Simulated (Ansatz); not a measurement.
The same ligand exchange along the group Ti, Zr, Hf.

Calculated with Ansatz (gas phase, PBE0-D4/def2-TZVP geometries, no zero-point term in ΔE). CBS: MP2 limit from def2 TZ/QZ plus the TZ coupled-cluster correction, frozen cores. This one scheme is used for every species. DFT in def2-TZVPP. def2 core potentials past Kr. For Hf, I, Ti, Zr outer-core shells are correlated without core-valence functions, which leaves a few kJ/mol of doubt a bond. Scalar relativity is left out up to krypton.

```tsv
reaction	ωB97X-V (kJ/mol)	HF/CBS(def2) (kJ/mol)
`[F][Ti]([F])([F])[I]` + HCl → `[F][Ti]([F])([F])[Cl]` + HI	-15	-20
`[F][Zr]([F])([F])[I]` + HCl → `[F][Zr]([F])([F])[Cl]` + HI	-16	-15
`[F][Hf]([F])([F])[I]` + HCl → `[F][Hf]([F])([F])[Cl]` + HI	-16	-15
```

Q: Give the CCSD(T)/CBS values in the same order. (Estimate.)

A: The calculation gave: -8, -10, -10 kJ/mol.

Largest T1 diagnostic: 0.024, for `[F][Ti]([F])([F])[Cl]`.
